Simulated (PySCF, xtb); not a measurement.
Si(H)2(F)(NHSiH3) (FH₆NSi₂), SMILES F[SiH2]N[SiH3].

xtb with GFN2-xTB at its own geometry gives an orbital gap of 5.32 eV and a dipole moment of 1.80 D.

The structure is a stationary point at PBE0-D3(BJ)/def2-SVP. Other conformers were not sampled.

### Question
What does PBE/def2-TZVP (PySCF) give? (Estimate from the structure and the level; the computed values follow.)

### Answer
gap 5.87 eV (levels -6.74 and -0.86 eV), dipole 1.73 D.
